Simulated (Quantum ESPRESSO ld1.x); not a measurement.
The numbers below are computed, except where a source is named.
The mean radii <r> (bohr) of the occupied orbitals of an atom or ion are listed with their occupations. Code: ld1.x of Quantum ESPRESSO 7.5. Model: Dirac Kohn-Sham, LDA (Slater exchange, Perdew-Zunger correlation), spin-unpolarised, spherical densities, point nucleus.

| orbital | occ. | <r> |
|---|---|---|
| 1s1/2 | 2 | 0.02845 |
| 2s1/2 | 2 | 0.1222 |
| 2p1/2 | 2 | 0.1032 |
| 2p3/2 | 4 | 0.1087 |
| 3s1/2 | 2 | 0.3282 |
| 3p1/2 | 2 | 0.3181 |
| 3p3/2 | 4 | 0.3291 |
| 3d3/2 | 4 | 0.2986 |
| 3d5/2 | 6 | 0.3021 |
| 4s1/2 | 2 | 0.7170 |
| 4p1/2 | 1.33333 | 0.7314 |
| 4p3/2 | 2.66667 | 0.7494 |

Name the element and its charge. Open shells, if any, are shared by 2j + 1.

Answer. Z = 51, antimony, charge +17: Sb17+ in [Ar] 3d10 4s2 4p4. The 1s radius gives Z: for a bare nucleus <r> = (2 gamma + 1)/(2Z) with gamma = sqrt(1 - (Z/c)^2), 0.028 bohr for Z = 51, and screening makes it slightly larger (0.02845 here). The occupations add up to 34, and the charge is Z minus that.
